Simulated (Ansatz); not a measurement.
CH2O2, triplet, geometry from GFN2-xTB (a higher spin typed on purpose: for a closed-shell molecule this is an excited state); Ansatz (an electronic-structure program) with REVPBE/6-311G**.

Here is a job for Ansatz.
Ansatz 0.2 input:
```yaml
crystal:
  periodic: [false, false, false]
  atoms:
    - {symbol: O, position_ang: [0.92501158, -0.69588946, 0.13212394]}
    - {symbol: C, position_ang: [-0.34051039, -0.19716062, 0.15520994]}
    - {symbol: O, position_ang: [-0.73036434, 0.99380704, -0.11121298]}
    - {symbol: H, position_ang: [1.46937990, -0.32626264, -0.58832390]}
    - {symbol: H, position_ang: [-0.98349538, -0.87411438, -0.51022332]}
basis:
  gaussian:
    orbitals: 6-311G__.json
hamiltonian:
  xc: revpbe
magnetization: {spin_polarized: true, initial_magnetization: 2}
```
The basis file holds 6-311G** in the JSON format of the Basis Set Exchange.

It wrote (shortened):

```
Functional definition: revPBE
556 factors; their error is unknown
mean field evaluation 1: about -5155.7363 eV, gradient 3.2e1 eV
mean field evaluation 2: about -5140.9134 eV, gradient 6.4e1 eV
mean field evaluation 4: about -5159.0570 eV, gradient 7.8e0 eV
mean field evaluation 8: about -5159.3139 eV, gradient 8.2e-2 eV
mean field evaluation 16: about -5159.2788 eV, gradient 1.7e-5 eV
mean field -5159.27876903 eV, -189.5999976773 hartree, gradient 1.7e-5 eV, S^2 2.003679; 2 other end points of the search recorded, 0 dependent functions left out
reference -5159.27879995 eV, -189.5999988133 hartree; 13, 11 occupied and 53, 55 virtual orbitals, 556 factors
Total energy: -5159.27879995 eV, -189.5999988133 hartree
```
